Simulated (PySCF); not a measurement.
## Working out the ionisation energy of Fe

Fe [Ar] 3d6 4s2 (5D) → Fe⁺ [Ar] 3d6 4s1 (6D). All numbers are calculated (PySCF 2.14, scalar relativity by spin-free X2C-1e, in aug-cc-pwCVTZ-DK). Frozen: nothing. Energies in hartree (1 hartree = 27.21139 eV):

| part | Fe (lower) | Fe⁺ (upper) |
| --- | --- | --- |
| UHF | -1271.348135 | -1271.111832 |
| MP2 opposite-spin | -0.573851 | -0.534999 |
| MP2 same-spin | -0.287201 | -0.281124 |

Q: What does Hartree-Fock give?

A: (-1271.111832) − (-1271.348135) = 0.236303 hartree = 6.430 eV.

Q: What do MP2 and SCS-MP2 (6/5 opposite-spin, 1/3 same-spin) give?

A: The opposite-spin parts differ by 1.057 eV and the same-spin parts by 0.165 eV. MP2: 6.430 + (1.057) + (0.165) = 7.652 eV. SCS-MP2: 6.430 + 1.2 × (1.057) + (0.165)/3 = 7.753 eV.

Measured between the centres of the two terms (NIST): 7.904 eV, so MP2 (all electrons) is off by -0.252 eV.

What remains against the reference includes basis incompleteness and correlation beyond second order.
